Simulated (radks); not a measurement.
The mean radii <r> (bohr) of the occupied orbitals of an atom or ion are listed with their occupations. Method: scalar-relativistic Kohn-Sham, r2SCAN, spin-unpolarised, spherical densities, finite nucleus; meta-GGA in the generalised Kohn-Sham scheme; Fermi nuclear charge, rms radius of each element as measured or else 0.836 A^(1/3) + 0.57 fm; computed with a radial shooting solver on a logarithmic mesh with Libxc functionals.

orbital  occ.      <r>
1s          2  0.01687
2s          2  0.07112
2p          6  0.06425
3s          2   0.1837
3p          6   0.1850
3d         10   0.1677
4s          2   0.4070
4p          6   0.4332
4d         10   0.4582
5s          2   0.9308
4f         14   0.4987
5p          6    1.076
5d         10    1.609
6s          1    2.841

Name the element and its charge.

Answer. Z = 79, gold, charge 0: Au in [Xe] 4f14 5d10 6s1. The 1s radius gives Z: for a bare nucleus <r> = (2 gamma + 1)/(2Z) with gamma = sqrt(1 - (Z/c)^2), 0.01667 bohr for Z = 79, and screening makes it slightly larger (0.01687 here). The occupations add up to 79, and the charge is Z minus that.
